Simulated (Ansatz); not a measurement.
C3H7Al, SMILES `C1[CH2][AlH][CH2]1`. The species carries charge 0 and has multiplicity 1.

```xyz
11

C     0.425   -0.463   -0.665
C    -1.054   -0.644   -0.209
Al   -0.751    0.981    0.835
C     1.086    0.519    0.350
H     0.438   -0.009   -1.660
H     0.962   -1.413   -0.745
H    -1.779   -0.742   -1.019
H    -1.165   -1.524    0.434
H    -1.568    2.113    1.605
H     1.812    1.209   -0.081
H     1.593   -0.026    1.154
```

Q: Give the diagnostics of a CCSD(T)/def2-TZVPP run (frozen core, the Gaussian-basis code of Ansatz). (Best estimate.)

A: Ansatz gave: T1 = 0.0096, largest single amplitude 0.010, largest double 0.024, (T) share of the correlation energy 4.0 %, 9 CCSD cycles. The RHF solution is stable towards an unrestricted one. T1 lies under the customary mark of 0.02 for closed shells.
